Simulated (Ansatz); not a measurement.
`[SiH3][SiH2][GeH2][SiH3]` + SiH₄ → `[SiH3][GeH2][SiH3]` + disilane at 600 K and 1 bar (formal exchange of groups at a Ge–Si bond).

Isolated molecules relaxed with PBE0-D4/def2-TZVP in Ansatz; ΔE leaves out vibrations. CCSD(T)/CBS adds triple-zeta CCSD(T) − MP2 to the extrapolated MP2 energy (def2 sets, frozen cores). This one scheme is used for every species. For Ge outer-core shells are correlated without core-valence functions, which leaves a few kJ/mol of doubt a bond. Scalar relativity is left out up to krypton. One conformer a species, not always the lowest.

```tsv
species	CCSD(T)/CBS energy (Eh)	H − E (kJ/mol)	S (J/(mol·K))
`[SiH3][SiH2][GeH2][SiH3]`	-2949.35414	305.5	566.2
SiH₄	-291.46306	108.7	242.3
`[SiH3][GeH2][SiH3]`	-2659.07062	239.2	464.5
`[SiH3][SiH3]`	-581.74359	174.5	343.9
```

H − E and S are ideal-gas, rigid-rotor, harmonic terms from PBE0-D4/def2-TZVP, for one conformer and one mirror image of each species. 1 Eh = 2625.50 kJ/mol, R = 8.31446 J/(mol·K).

**Question.** By hand: ΔE, ΔH, ΔS and ΔG.

**Answer.** ΔE = (-2659.07062) + (-581.74359) − (-2949.35414) − (-291.46306) = 0.00299 Eh = 7.9 kJ/mol. Δ(H − E) = 239.2 + 174.5 − 305.5 − 108.7 = -0.5, so ΔH = 7.4 kJ/mol. ΔS = 464.5 + 343.9 − 566.2 − 242.3 = -0.1 J/(mol·K). ΔG = 7.4 − 600 × (-0.1)/1000 = 7.5 kJ/mol.

**Question.** By hand: the equilibrium constant, and the temperature at which ΔG would vanish if ΔH and ΔS stayed fixed.

**Answer.** log₁₀ K = −ΔG/(RT ln 10) = -0.7. ΔH and −TΔS have one sign here, so there is no such temperature. One of them is within its doubt of zero, so this could turn.

The number of gas molecules stays the same, so ΔS is small and ΔH decides. A doubt of 5 kJ/mol in ΔE shifts log₁₀ K by 0.4 here. Other conformers and mirror images would add mixing entropy, several J/(mol·K) or more a flexible species. Modes under 60 cm⁻¹, often nearly free rotors, make the harmonic entropy too high. These are equilibria of isolated gas molecules and say nothing of rates. Largest T1 diagnostic: 0.013 (customary marks: 0.02 for closed shells, 0.045 for open ones).
